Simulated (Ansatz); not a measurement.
C7H14, SMILES `C=CCCCCC`, charge 0, multiplicity 1.

Q: Give a relaxed structure at PBE0-D4/def2-TZVP (the Gaussian-basis code of Ansatz). (Estimate.)

A: Ansatz gave: 
Z-matrix (Å, degrees):
```
C
C 1 1.492
C 1 1.529 2 113.0
H 1 1.097 2 109.0 3 -120.3
H 1 1.094 2 109.5 3 123.7
C 2 1.326 1 125.4 3 -122.5
H 2 1.090 1 115.8 3 57.0
C 3 1.524 1 114.4 2 60.9
H 3 1.095 1 108.7 2 -175.7
H 3 1.096 1 108.8 2 -60.9
H 6 1.086 2 121.3 1 -0.3
H 6 1.084 2 121.7 1 -180.0
C 8 1.524 3 115.1 1 59.4
H 8 1.096 3 108.5 1 -178.3
H 8 1.095 3 109.0 1 -62.9
C 13 1.520 8 114.1 3 59.1
H 13 1.095 8 108.3 3 -179.1
H 13 1.095 8 109.6 3 -64.3
H 16 1.094 13 111.1 8 55.5
H 16 1.093 13 111.9 8 -64.5
H 16 1.092 13 111.2 8 175.4
```
This is one stationary point; other conformers may exist.
